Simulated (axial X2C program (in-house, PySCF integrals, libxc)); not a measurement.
Worked dissociation energy of IrH: PBE0, without spin–orbit coupling

Calculated with an in-house relativistic program for diatomic molecules. Spin-free means the one-electron spin-free X2C Hamiltonian. Basis: Ir dyall-cv3z [13s14p9d6f4g], H dyall-v3z [6s2p1d] (cores contracted in-house); Gaussian nuclei, density fitting, unrestricted open shells. Masses: Ir 192.963 u, H 1.008 u.

Molecular state: M_S = 1, Λ = 2 (beyond evenly filled blocks: σα, δ+α, δ+β, δ-α).

```
E(Ir) (2M_S = 3, M_L = 2) : -17829.481783 hartree
E(H) (2M_S = 1, M_L = 0)  : -0.501324 hartree
E(IrH) at Re              : -17830.104982 hartree
ωe                        : 2338.3 cm⁻¹
ωexe                      : 38.2 cm⁻¹
```

(1) Work out De and D0.

Occupations by symmetry block were frozen at the best pattern of an incomplete PBE0 search. Dissociation energies refer to the lowest single-determinant-based atoms at the same level and basis. PBE0 can misorder states that lie within some tenths of an eV, so this need not be the ground state of the molecule. The nearest other spin-free determinant of the search, M_S = 1, Λ = 0, lies 0.11 eV up at the distance of the search. The functionals have no current-density term, which raises determinants with orbital currents, atoms included.

Each atomic determinant is the lowest at this level and need not be a pure term. Totals compare only within one Hamiltonian and basis.

Answers

(1) De = -17829.481783 + (-0.501324) − (-17830.104982) = 0.12187 hartree = 3.316 eV. The zero-point energy is ωe/2 − ωexe/4 = 1160 cm⁻¹ = 0.144 eV, so D0 = 3.173 eV.
